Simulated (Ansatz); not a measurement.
Consider the ligand exchange at the Se–Al bond: `B[NH][AlH][SeH]` + `OPO` → `OP(O)[SeH]` + `B[NH][AlH2]`.

Program: Ansatz. Geometries: PBE0-D4/def2-TZVP. ΔE: electronic, gas phase. CBS: MP2 limit from def2 TZ/QZ plus the TZ coupled-cluster correction, frozen cores. Functionals use def2-TZVPP. For Se outer-core shells are correlated without core-valence functions, which leaves a few kJ/mol of doubt a bond. Scalar relativity is left out up to krypton. One conformer a species, not always the lowest.

```json
{"species": "`B[NH][AlH][SeH]`", "PBE energy (Eh)": "-2726.11453"}
{"species": "`OPO`", "PBE energy (Eh)": "-493.40370"}
{"species": "`OP(O)[SeH]`", "PBE energy (Eh)": "-2894.62808"}
{"species": "`B[NH][AlH2]`", "PBE energy (Eh)": "-324.85779"}
```

**Question.** Work out ΔE.

**Answer.** ΔE = (-2894.62808) + (-324.85779) − (-2726.11453) − (-493.40370) = 0.03236 Eh = +20.3 kcal/mol. CCSD(T)/CBS gives +23.7 kcal/mol.

Largest T1 diagnostic among the species: 0.013.

In def2-TZVPP, CCSD(T) changes the Hartree–Fock value by −2.2 kcal/mol (the triples alone add −0.8 kcal/mol) and MP2 by −2.3 kcal/mol. From PBE to PBE0 (25 % exact exchange), in def2-TZVPP and without D4, ΔE moves by +2.2 kcal/mol. At CCSD(T), def2-SVP lies +2.0 kcal/mol from the extrapolated value and def2-TZVPP +0.9 kcal/mol.
